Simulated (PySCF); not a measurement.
This PySCF input asks for the NMR shieldings of `FCSBC1CC1`, C4H8BFS; the geometry comes from GFN2-xTB.

```python
import basis_set_exchange as bse
import numpy as np
from pyscf import gto, dft
from pyscf.prop import nmr

atoms = """
F     2.375851    0.104968    1.227716
C     2.660414    0.097471   -0.102401
S     1.870418   -1.308897   -0.970690
B     0.124145   -1.057893   -0.797160
C    -0.527402    0.121732   -0.046352
C    -1.863442   -0.090367    0.649166
C    -1.816012    0.724579   -0.585902
H     3.740052   -0.021017   -0.214322
H     2.314834    1.042429   -0.528104
H    -0.522015   -1.880861   -1.319942
H     0.101905    0.844218    0.462135
H    -2.304155   -1.073875    0.597615
H    -2.007361    0.403802    1.597954
H    -2.223999    0.305937   -1.493300
H    -1.927647    1.795763   -0.509636
"""
names = dict.fromkeys(["F", "C", "S", "B", "H"], "pcSseg-1")
basis = {el: gto.basis.parse(bse.get_basis(n, elements=[el], fmt="nwchem")) for el, n in names.items()}
mol = gto.M(atom=atoms, basis=basis, charge=0, verbose=0)
mf = dft.RKS(mol, xc="PBE0")
mf.grids.level = 2
mf.grids.alignment = dft.numint.BLKSIZE   # the property module wants whole blocks of grid points
mf.conv_tol = 1e-9
mf.kernel()

calc = nmr.RKS(mf)   # GIAO
C = mf.mo_coeff
Co = C[:, mf.mo_occ > 0]
resp = mf.gen_response(singlet=True, hermi=2)
def vind(x):   # induced exchange potential for any number of trial vectors
    d = np.einsum("pi,xij,qj->xpq", C, 2 * x.reshape(-1, C.shape[1], Co.shape[1]), Co, optimize=True)
    return np.einsum("xpq,pi,qj->xij", resp(d - d.transpose(0, 2, 1)), C, Co, optimize=True).ravel()
mo1, _ = nmr.rhf.solve_mo1(calc, with_cphf=vind)
sigma = calc.kernel(mo1)
for i, s in enumerate(sigma):   # ppm
    print("%2d %-2s %9.2f" % (i, mol.atom_pure_symbol(i), np.trace(s) / 3))
```

Task: What does it print?

Result: 
```
 0 F     386.60
 1 C      98.64
 2 S     359.26
 3 B      32.39
 4 C     175.51
 5 C     175.75
 6 C     175.99
 7 H      25.87
 8 H      25.58
 9 H      25.47
10 H      30.67
11 H      30.81
12 H      30.59
13 H      30.90
14 H      30.71
```

These numbers come from an equivalent density-fitted implementation of the same equations, which agrees with the script to about 0.01 ppm for H and up to a few tenths of a ppm for heavy atoms, so last digits may differ.

Size and cost of the density-fitted run: 166 basis functions, 26 s wall time on 1 thread of an Arm Neoverse V1, shared host; peak memory 0.74 GiB.
